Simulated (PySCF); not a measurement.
Si(Me)(OH)2(nBu), SMILES O[Si](C)(CCCC)O, singlet, GFN2-xTB optimised geometry.

```
22

C     -1.10    -0.76    -5.39
C     -1.63    -1.43    -4.12
C     -1.05    -0.80    -2.86
C     -1.58    -1.46    -1.59
Si    -0.86    -0.69     0.00
C     -1.51    -1.59     1.55
O     -1.26     0.88     0.00
O      0.78    -0.69     0.00
H     -1.35     0.29    -5.39
H     -1.52    -1.23    -6.27
H     -0.01    -0.85    -5.44
H     -1.38    -2.49    -4.14
H     -2.72    -1.35    -4.10
H     -1.30     0.26    -2.84
H      0.04    -0.88    -2.88
H     -2.67    -1.37    -1.58
H     -1.36    -2.53    -1.62
H     -2.58    -1.42     1.67
H     -1.02    -1.23     2.44
H     -1.36    -2.66     1.50
H     -0.66     1.52     0.37
H      1.26    -1.52    -0.03
```

Density from PySCF 2.14.0 with CAM-B3LYP/def2-SVP at that geometry.

Minimum of the electron density along straight lines between bonded atoms, close to the bond critical point (lines longer than 1.1 times the sum of covalent radii, or with two minima, are not listed):

```csv
bond,length / Å,ρ at the minimum / e bohr⁻³,∇²ρ there / e bohr⁻⁵,position (fraction from the first atom)
C1–C2,1.524,0.246,-0.57,0.50
C2–C3,1.527,0.247,-0.58,0.50
C3–C4,1.527,0.242,-0.55,0.50
C4–Si5,1.903,0.116,0.30,0.62
Si5–C6,1.903,0.113,0.32,0.38
Si5–O7,1.626,0.131,1.10,0.41
Si5–O8,1.643,0.125,1.01,0.41
C1–H9,1.088,0.277,-1.02,0.63
C1–H10,1.088,0.276,-1.02,0.63
C1–H11,1.088,0.276,-1.02,0.63
C2–H12,1.093,0.275,-1.00,0.62
C2–H13,1.093,0.276,-1.00,0.62
C3–H14,1.091,0.278,-1.03,0.63
C3–H15,1.092,0.276,-1.01,0.62
C4–H16,1.090,0.272,-0.96,0.62
C4–H17,1.092,0.270,-0.94,0.62
C6–H18,1.084,0.272,-0.98,0.63
C6–H19,1.086,0.271,-0.97,0.63
C6–H20,1.086,0.271,-0.97,0.62
O7–H21,0.954,0.352,-2.47,0.82
O8–H22,0.952,0.355,-2.43,0.82
```
